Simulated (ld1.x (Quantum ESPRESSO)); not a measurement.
**W (Z = 74): ultrasoft pseudisation with LDA (PZ), scalar-relativistic reference atom.**

tungsten, ultrasoft, made with ld1.x (Quantum ESPRESSO) 7.5 (LDA (PZ), scalar-relativistic). Core [Kr] 4d10 4f14, reference 5s2 5p6 5d4 6s2 6p0. Waves: 5s (bound): rcut 1.65, rcutus 2.20 bohr; 6s (bound): rcut 1.65, rcutus 2.20 bohr; 5p (bound): rcut 1.70, rcutus 1.95 bohr; 6p (bound, empty): rcut 1.70, rcutus 1.95 bohr; 5d (bound): rcut 2.15, rcutus 2.75 bohr; 5d channel at 3.2 Ry: rcut 2.15, rcutus 2.75 bohr; 5f channel at 0.45 Ry: rc 2.45 bohr. Local part: the f channel. Core correction: a·sin(br)/r model core inside 1.88 bohr. Augmentation charge: PSQ, inside the norm-conserving radii.

All-electron outer shells of the reference configuration (LDA (PZ), scalar-relativistic, ld1.x):

```csv
shell,level (eV),outermost node (bohr),outermost maximum (bohr)
4d,-238.26,0.22,0.45
5s,-79.30,0.53,0.96
5p,-43.38,0.57,1.09
4f,-33.46,–,0.43
6s,-5.91,1.28,2.64
5d,-4.68,0.63,1.50
6p,-1.47,1.54,3.75
```

(1) Is the overlap operator S = 1 + Σ q|β⟩⟨β| positive definite (Bessel basis up to 400 Ry)?

Results:

(1) No: its lowest eigenvalue is -0.269, in the p channel, so the generalised eigenproblem breaks down once the basis is large enough.

Its largest configuration-test error is -4.2 meV (5s2 5p6 5d4 6s1 6p0). Test run stopped at test 2 of 9 (negative rho).

The ghost test of this file was not conclusive. Its overlap operator is not positive definite in a basis up to 400 Ry (lowest eigenvalue p -0.27), so the file is unfit for use: the generalised eigenproblem breaks down once the basis is large enough, and its test numbers describe a broken file.
